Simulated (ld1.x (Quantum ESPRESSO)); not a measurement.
**u(r) = r·R(r): atom against pseudo-atom (Co)**

Columns: radius, all-electron u(r) and pseudo u(r) of the 3d shell (level -8.77 eV) of cobalt in the configuration [Ne] 3s2 3p6 3d7 4s2 4p0; LDA (PZ), non-relativistic, RRKJ scheme, ld1.x (Quantum ESPRESSO) 7.5.

| r (bohr) | all-electron | pseudo |
| --- | --- | --- |
| 0.045 | 0.0115 | 0.0024 |
| 0.090 | 0.0642 | 0.0189 |
| 0.135 | 0.1553 | 0.0604 |
| 0.180 | 0.2689 | 0.1328 |
| 0.225 | 0.3901 | 0.2353 |
| 0.270 | 0.5078 | 0.3614 |
| 0.315 | 0.6148 | 0.4999 |
| 0.360 | 0.7074 | 0.6376 |
| 0.405 | 0.7841 | 0.7619 |
| 0.450 | 0.8447 | 0.8632 |
| 0.495 | 0.8903 | 0.9363 |
| 0.540 | 0.9224 | 0.9808 |
| 0.585 | 0.9426 | 1.0001 |
| 0.630 | 0.9526 | 1.0002 |
| 0.675 | 0.9543 | 0.9879 |
| 0.720 | 0.9491 | 0.9691 |
| 0.765 | 0.9385 | 0.9480 |
| 0.810 | 0.9236 | 0.9268 |
| 0.855 | 0.9054 | 0.9059 |
| 0.900 | 0.8847 | 0.8847 |
| 0.945 | 0.8622 | 0.8622 |
| 0.990 | 0.8385 | 0.8385 |
| 1.035 | 0.8139 | 0.8139 |
| 1.080 | 0.7888 | 0.7888 |
| 1.125 | 0.7636 | 0.7636 |
| 1.170 | 0.7384 | 0.7384 |

**Question.** How many radial nodes do the two functions have?

**Answer.** The all-electron 3d function has n − l − 1 = 0; the pseudo-wave has 0.

**Question.** At about which radius was the pseudo-wave matched?

**Answer.** 0.90 bohr, where the columns begin to agree (steps of 0.04 bohr).

**Question.** Is the pseudo-wave norm-conserving?

**Answer.** Yes: the RRKJ scheme keeps the norm inside the radius equal to the all-electron one, which fixes the energy derivative of the logarithmic derivative at the level.
